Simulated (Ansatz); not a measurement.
Reaction (redistribution): `CSS[SiH3]` + `Cc1ccc[se]1` → `C[SiH2]SSC` + `c1cc[se]c1`

Calculated with Ansatz (gas phase, PBE0-D4/def2-TZVP geometries, no zero-point term in ΔE). CCSD(T)/CBS is the MP2 limit (def2-TZVPP, def2-QZVPP) plus CCSD(T) − MP2 in def2-TZVPP, frozen cores. For Se outer-core shells are correlated without core-valence functions, which leaves a few kJ/mol of doubt a bond. Scalar relativity is left out up to krypton. One conformer a species, not always the lowest.

```tsv
species	CCSD(T)/CBS(def2) energy (Eh)
`CSS[SiH3]`	-1126.31043
`Cc1ccc[se]1`	-2594.56554
`C[SiH2]SSC`	-1165.58998
`c1cc[se]c1`	-2555.30073
```

(1) Work out ΔE.

(2) What do rigid-rotor, harmonic-oscillator terms from PBE0-D4/def2-TZVP frequencies (298.15 K, 1 bar) make of the CCSD(T)/CBS value? (An estimate is asked.)

Largest T1 diagnostic among the species: 0.012.

Results:

(1) ΔE = (-1165.58998) + (-2555.30073) − (-1126.31043) − (-2594.56554) = -0.01474 Eh = -0.40 eV.

(2) Computed: ΔZPE = +0.04 eV, ΔH = -0.37 eV, ΔS = -6 J/(mol·K), ΔG = -0.35 eV.

In def2-TZVPP, CCSD(T) changes the Hartree–Fock value by −0.03 eV (the triples alone add −0.00 eV) and MP2 by −0.04 eV. Leaving LDA and LC-ωPBE aside and taking each functional with its dispersion term where it has one, the values, not all of them listed here, spread over 0.05 eV, from ωB97M-V to revPBE-D4. At CCSD(T), def2-SVP lies +0.16 eV from the extrapolated value and def2-TZVPP +0.02 eV.
